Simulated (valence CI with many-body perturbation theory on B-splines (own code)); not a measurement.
## Which ion has this spectrum?

A relativistic CI+MBPT calculation for an atom or ion with 5 electrons gives these levels (cm⁻¹):

| J | Parity | E | g |
| --- | --- | --- | --- |
| 1/2 | odd | 0 | 0.66 |
| 3/2 | odd | 294466 | 1.33 |
| 1/2 | even | 572862 | 2.56 |
| 3/2 | even | 740755 | 1.71 |
| 5/2 | even | 845773 | 1.52 |
| 3/2 | even | 1100980 | 0.86 |
| 1/2 | even | 1196623 | 1.10 |
| 5/2 | even | 1209249 | 1.27 |
| 1/2 | even | 1511489 | 1.65 |
| 3/2 | even | 1523556 | 1.27 |
| 3/2 | odd | 1805504 | 1.70 |
| 3/2 | odd | 2034879 | 1.16 |
| 5/2 | odd | 2108571 | 1.19 |
| 1/2 | odd | 2286714 | 0.66 |

The energies are calculated, and their last digits are not significant.

Problem. Which is it?
A. Zn25+
B. Se29+
C. Ge27+
D. Cu24+

Solution. C. Ge27+, ground level 2s2 2p 2P°_1/2.
